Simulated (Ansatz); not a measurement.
C$_{4}$H$_{5}$Si (`[C]#C[SiH2]C=C`) radical. Total charge 0; spin multiplicity 2.

```xyz
10

C     1.6047    0.0118    2.9930
C     1.3838   -0.0292    1.8013
Si    1.0303   -0.1072    0.0044
C    -0.7703   -0.4418   -0.2811
C    -1.5485    0.3958   -0.9605
H     1.3909    1.1955   -0.6082
H     1.8834   -1.1865   -0.5544
H    -1.2073   -1.3571    0.1139
H    -1.1658    1.3257   -1.3722
H    -2.6013    0.1930   -1.1362
```

Question: List the harmonic frequencies (cm⁻¹, unscaled) at PBE0-D4/def2-TZVP in Ansatz. (An estimate is asked.)

Answer: Ansatz gave: 71, 116, 177, 246, 286, 490, 602, 629, 704, 744, 850, 936, 1008, 1024, 1043, 1289, 1442, 1671, 2158, 2231, 2238, 3133, 3151, 3217.

Question: Is this a minimum?

Answer: Yes, all 24 modes are real.

Question: Give the ideal-gas thermochemistry at 298.15 K and 1 bar (rigid rotor, harmonic oscillator; point group C1, symmetry number 1).

Answer: Zero-point energy 176.2 kJ/mol; H(298) − E = 196.6 kJ/mol; entropy 345.1 J/(mol·K), of which translation 163.7, rotation 110.5, vibration 65.2, electronic 5.8; G(298) − E = 93.7 kJ/mol. Modes under 100 cm⁻¹ are hindered rotations or soft bends, so the harmonic entropy is rough.
